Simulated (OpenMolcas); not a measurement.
Co4+: Racah parameters, worked from levels

```yaml
Program: OpenMolcas
Basis: ANO-RCC-VTZP [6s5p3d2f1g]
Scalar_Hamiltonian: DKH2, point nucleus
Active_space: 5 electrons in 10 orbitals (3d 4d)
State_averaging: 2S+1 = 6 even, 1 root; 2S+1 = 4 even, 24 roots; 2S+1 = 2 even, 53 roots
Spin-orbit_coupling: state interaction with AMFI integrals over the reference wave functions, term energies averaged over their components
```

Methods: CASSCF; MS-CASPT2, IPEA 0.25 Eh, imaginary shift 0.1 Eh (closed shells correlated: 3s 3p).

**Racah parameters.** Above 6S, d5 has 4D at 17B + 5C, 4G at 10B + 5C and 4P at 7B + 7C. The first two fix B and C, and the third tests them; where it misses by thousands of cm-1, two parameters do not describe the configuration (Trees and configuration-interaction terms are left out) and B and C hang on the terms chosen. Term energies are centres of gravity, weighted by 2J + 1.

```csv
Source,4D,4G,B,C,C/B,"4P from B, C",4P found
CASSCF,51626,41517,1444,5415,3.75,48013,47528
MS-CASPT2,47082,39244,1120,5609,5.01,47103,43325
```

Energies in cm-1. From CASSCF to MS-CASPT2, B changes by -22.4 % and C by +3.6 %.

CASPT2 breaks the degeneracy within a term, and the mean is taken; among the terms shown or strongly mixed into the levels shown the widest spread is 210 cm-1 (3d5 4G, MS-CASPT2). Active for correlation alone: 4d; no level in the range computed is led by a configuration that fills it, so any true level of that kind is missing. Without dynamic correlation excited terms often stand tens of per cent too high (terms of higher spin than the ground term too low), and those without a measured partner can miss by more than the paired ones (holds for CASSCF). Levels of configurations outside the active space are missing.
